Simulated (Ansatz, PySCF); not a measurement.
H3NS3W, SMILES [NH2][W](=[S])(=[S])[SH], multiplicity 1. Atoms are numbered in the order given.

```xyz
8

W      0.1127     0.0489    -0.0923
S      0.9407     1.5882     1.1260
S      1.1296    -1.8090     0.1048
N      0.1662     0.6312    -1.9227
H      0.2733     1.6001    -2.2125
H      0.2049    -0.0037    -2.7170
S     -2.0789    -0.4232     0.5796
H     -2.4724     0.8713     0.6594
```
Charge 0, spin multiplicity 1.

The structure is a stationary point at PBE0-D3(BJ)/def2-SVP. The multiplicity is an assumed one; no other spin state was optimised. The structure was generated by enumeration; whether it is a known compound was not checked. The def2 effective core potentials stand for the cores of W; spin–orbit coupling is left out. One conformer was computed; it need not be the lowest.

Two levels are set side by side: PBE-D3(BJ)/def2-SVP (Ansatz, a first-principles code) and PBE0-D3(BJ)/def2-SVP (Ansatz). Each level has its own optimised geometry; the coordinates shown are those of the second. Frequencies come from the Hessian of PySCF at each geometry. Differences are taken from unrounded values.

```
quantity                            PBE0-D3(BJ)
----------------------------------  -----------
mean bond length (Å)                      1.701
bond W1–S2 (Å)                            2.131
bond W1–S3 (Å)                            2.127
bond W1–N4 (Å)                            1.922
bond W1–S7 (Å)                            2.340
bond N4–H5 (Å)                            1.017
bond N4–H6 (Å)                            1.018
bond S7–H8 (Å)                            1.355
highest harmonic wavenumber (cm⁻¹)         3679
mean harmonic wavenumber (cm⁻¹)             938
zero-point energy (kcal/mol)              24.14
```

Question: What does PBE-D3(BJ) give, and how far is it from PBE0-D3(BJ)? (The exact figures need the calculation; the answer reports its results.)

Answer: 
```tsv
quantity	PBE-D3(BJ)	PBE-D3(BJ) minus PBE0-D3(BJ)
mean bond length (Å)	1.716	0.015
bond W1–S2 (Å)	2.153	0.022
bond W1–S3 (Å)	2.150	0.023
bond W1–N4 (Å)	1.938	0.016
bond W1–S7 (Å)	2.353	0.012
bond N4–H5 (Å)	1.025	0.008
bond N4–H6 (Å)	1.026	0.008
bond S7–H8 (Å)	1.367	0.012
highest harmonic wavenumber (cm⁻¹)	3563	-117
mean harmonic wavenumber (cm⁻¹)	903	-35
zero-point energy (kcal/mol)	23.22	-0.91
```

Exact exchange shortens and stiffens bonds; PBE has none. Differences between two approximate levels are no errors against the true value.
